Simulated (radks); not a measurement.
Values are calculated unless marked as measured or tabulated.
Q: The mean radii <r> (bohr) of the occupied orbitals of an atom or ion are listed with their occupations. Code: a radial shooting solver on a logarithmic mesh with Libxc functionals. Model: scalar-relativistic Kohn-Sham, LDA (Slater exchange, Perdew-Wang correlation), spin-polarised, spherical densities, finite nucleus; Fermi nuclear charge, rms radius of each element as measured or else 0.836 A^(1/3) + 0.57 fm.

orbital  occ.     <r>
1s up       1  0.2180
2s up       1  0.9725
2s down     1  0.9951

Name the element and its charge. Open shells, if any, are filled with parallel spins first.

A: Z = 7, nitrogen, charge +4: N4+ in 1s1 2s2. The 1s radius gives Z: for a bare nucleus <r> = (2 gamma + 1)/(2Z) with gamma = sqrt(1 - (Z/c)^2), 0.2141 bohr for Z = 7, and screening makes it slightly larger (0.2180 here). The occupations add up to 3, and the charge is Z minus that.
